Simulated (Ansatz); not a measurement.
System: C2H2F3 (charge 0, doublet). It need not be the lowest isomer of its formula. 
Coordinates optimised at B3LYP-D3(BJ)/def2-TZVP (Ansatz, a quantum-chemistry and plane-wave program):
```
C
F 1 1.3819
H 1 1.0904 2 109.51
H 1 1.0974 3 109.86 2 -118.50
C 1 1.4963 3 109.09 4 -121.29
F 5 1.3303 1 115.84 3 174.48
F 5 1.3350 6 110.51 1 131.44
```
Charge 0, spin multiplicity 2.

Parts of the frozen-core correlation energy in cc-pwCVTZ (Ansatz, hartree). Frozen orbitals: 5; correlated occupied orbitals by spin: 16 and 15; virtual: 222 and 223. UHF or UKS for open shells. No spin-orbit coupling. No relativistic terms.

```json
[
 {"term": "reference (HF)", "value": "-375.30127"},
 {"term": "MP2 opposite-spin", "value": "?"},
 {"term": "MP2 same-spin", "value": "-0.27688"},
 {"term": "CCSD correlation", "value": "?"},
 {"term": "(T)", "value": "?"},
 {"term": "T1 diagnostic", "value": "0.014"},
 {"term": "largest doubles amplitude", "value": "0.013"},
 {"term": "<S^2> of the reference", "value": "0.757"}
]
```

**Question.** Some entries are withheld; supply them.

**Answer.** 
- MP2 opposite-spin, value: -0.79547
- CCSD correlation, value: -1.08617
- (T), value: -0.03655
